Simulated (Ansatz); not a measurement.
Several settings on one geometry of BCl2(OMe) (CH₃BCl₂O) (that of the charge 0 singlet, B3LYP-D4/def2-SVP). Ansatz on 4 threads of Arm Neoverse V1 on a shared host; times are rough.

```xyz
8

B     0.3201    1.0622    0.6958
Cl    2.0540    0.6776    0.6233
Cl   -0.2007    2.5118    1.5566
O    -0.6101    0.2991    0.1241
C    -0.4158   -0.9013   -0.6060
H    -0.9159   -0.7997   -1.5805
H    -0.8832   -1.7311   -0.0542
H     0.6516   -1.1186   -0.7590
```

Totals from different functionals, basis sets or treatments of relativity can't be compared as stabilities.

DK, ANO-RCC and x2c sets are all-electron and run with scalar relativity unless a key says otherwise. The 6-31G sets use Cartesian d functions.

Scalar relativity in a set contracted without it gives distorted totals.

The spins typed aren't always the lowest for that charge.

Task: Give the basis size and estimate the energy, ⟨S²⟩ and time of these runs.

```tsv
run	method	charge	state	further keys
1	UKS rPW86-PBE-D3(BJ)-ATM/6-31G	1	doublet	fitting: {mean_field: cc-pVTZ-jkfit}; nuclear_model: gaussian; point_charges: [{charge: 1.00, position_ang: [6.533, 0.962, -0.025]}]; accuracy: high; scf: {omitted_lower_state_checks: [starts]}; forces asked
2	UKS ωPBEh/ANO-RCC-VTZP	0	singlet	scf: {lower_state_search: off}; forces asked
3	RKS RPBE/6-31G*	0	singlet	point_charges: [{charge: 1.00, position_ang: [4.894, -0.337, 0.369]}]; pseudopotentials: {relativity: scalar}
4	RKS ωB97X/6-31G*	0	singlet	fitting: {mean_field: cc-pVTZ-jkfit}; accuracy: high; scf: {omitted_lower_state_checks: [starts]}
```

Result: 
```csv
run,functions,energy (Eh),⟨S²⟩,wall time
1,59,-1060.9655,0.75,8 s
2,200,-1063.1207,0.00,13 s
3,89,-1062.9537,–,0.85 s
4,89,-1060.4378,–,7 s
```
